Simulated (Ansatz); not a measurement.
One geometry of `[GeH3]/[CH]=[N]/[InH2]`, several functionals.

```yaml
crystal:
  periodic: [false, false, false]
  atoms:
    - {symbol: Ge, position_ang: [-1.690057, 1.167934, -0.550124]}
    - {symbol: C, position_ang: [-0.243982, 0.019082, 0.172214]}
    - {symbol: N, position_ang: [0.827793, -0.135658, -0.473572]}
    - {symbol: In, position_ang: [2.278521, -1.372664, 0.397338]}
    - {symbol: H, position_ang: [-1.262266, 1.724714, -1.912818]}
    - {symbol: H, position_ang: [-1.976586, 2.321095, 0.432357]}
    - {symbol: H, position_ang: [-2.986991, 0.346011, -0.690524]}
    - {symbol: H, position_ang: [-0.456594, -0.453771, 1.155462]}
    - {symbol: H, position_ang: [1.758391, -2.016928, 1.916558]}
    - {symbol: H, position_ang: [3.751761, -1.599816, -0.446881]}
basis:
  gaussian: {orbitals: def2-TZVPP}
hamiltonian: {xc: {name: r2SCAN0}, dispersion: d4}
output: {orbitals: {seedname: orbitals}}
```

```sh
$ ansatz run in.yaml --threads 4 --pin off --events-out ev --progress --plain --max-ram 10444MiB
```

It prints (some lines left out):

```
Functional definition: r2SCAN0
1571 factors; their error is unknown
mean field evaluation 1: about -64307.4380 eV, gradient 5.6e1 eV
mean field evaluation 2: about -64258.3380 eV, gradient 1.2e2 eV
mean field evaluation 4: about -64313.6986 eV, gradient 1.2e1 eV
mean field evaluation 8: about -64314.0035 eV, gradient 4.8e-2 eV
mean field evaluation 16: about -64314.3253 eV, gradient 3.5e-5 eV
mean field -64314.32530235 eV, -2363.5078610461 hartree, gradient 3.5e-5 eV, S^2 0.000000; 0 other end points of the search recorded, 0 dependent functions left out
reference -64314.32531623 eV, -2363.5078615561 hartree; 36, 36 occupied and 208, 208 virtual orbitals, 1571 factors
Total energy: -64314.38777075 eV, -2363.5101567172 hartree
```

Hardware: 4 threads of an AMD EPYC 9R45 on a shared host. Wall time 1.8 s, peak host memory 0.76 GiB.

Changing it to `hamiltonian: {xc: pbe0, dispersion: d4}` (abridged; 1.2 s):

```
Functional definition: PBE0
mean field evaluation 16: about -64305.6982 eV, gradient 2.7e-5 eV
mean field -64305.69819751 eV, -2363.1908207908 hartree, gradient 2.7e-5 eV, S^2 0.000000
Total energy: -64305.88248133 eV, -2363.1975930963 hartree
```

With the line `hamiltonian: {xc: {name: B97M-V}}` (abridged; 2.9 s):

```
Functional definition: B97M-V
mean field evaluation 16: about -64305.5410 eV, gradient 1.4e-3 eV
mean field -64305.54104931 eV, -2363.1850457009 hartree, gradient 1.9e-5 eV, S^2 0.000000
Total energy: -64305.54113765 eV, -2363.1850489473 hartree
```

With the line `hamiltonian: {xc: {name: wB97X-V}}` (abridged; 3 s):

```
Functional definition: wB97X-V
mean field evaluation 16: about -64309.5294 eV, gradient 7.8e-5 eV
mean field -64309.52942076 eV, -2363.3316156481 hartree, gradient 3.3e-5 eV, S^2 0.000000
Total energy: -64309.52941787 eV, -2363.3316155419 hartree
```

The same input with `hamiltonian: {xc: hse06, dispersion: d4}` (abridged; 1.4 s):

```
Functional definition: HSE06
mean field evaluation 16: about -64305.5231 eV, gradient 4.0e-5 eV
mean field -64305.52313858 eV, -2363.1843874938 hartree, gradient 4.0e-5 eV, S^2 0.000000
Total energy: -64305.69682653 eV, -2363.1907704083 hartree
```

The same input with `hamiltonian: {xc: {name: BLYP}, dispersion: d4}` (abridged; 0.9 s):

```
Functional definition: BLYP
mean field evaluation 16: about -64315.3266 eV, gradient 2.6e-4 eV
mean field -64315.32664041 eV, -2363.5446595409 hartree, gradient 4.0e-5 eV, S^2 0.000000
Total energy: -64315.79359926 eV, -2363.5618199622 hartree
```

HSE06 is the plane-wave form, built on full-range PBE exchange.
